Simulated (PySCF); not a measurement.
# Electron correlation in B⁺ (boron, charge +1)

[He] 2s2, closed-shell 1S. All numbers are calculated (PySCF 2.14, the spin-free X2C one-electron Hamiltonian (Gaussian nucleus), in cc-pVDZ-DK). Frozen: 1s2; 2 electrons correlated.

Total MP2 correlation energy: -32.49 mhartree.

Same-spin part 0.00 and opposite-spin part -32.49 mhartree; SCS-MP2 scales them by 1/3 and 6/5 to -38.99 mhartree.

With two correlated electrons CCSD is exact within the correlated space (frozen core and kept virtual orbitals).

```json
{"level": "CCSD", "correlation energy (mhartree)": "-58.51"}
```

Diagnostics: T1 = 0.012, D1 = 0.0165, largest double amplitude 0.153.

A double-excitation amplitude exceeds 0.15, a sign of near-degeneracy.

Cost of the coupled-cluster step: 0.05 s of wall time on 1 thread of Neoverse-V1 (shared host), for 2 correlated electrons.
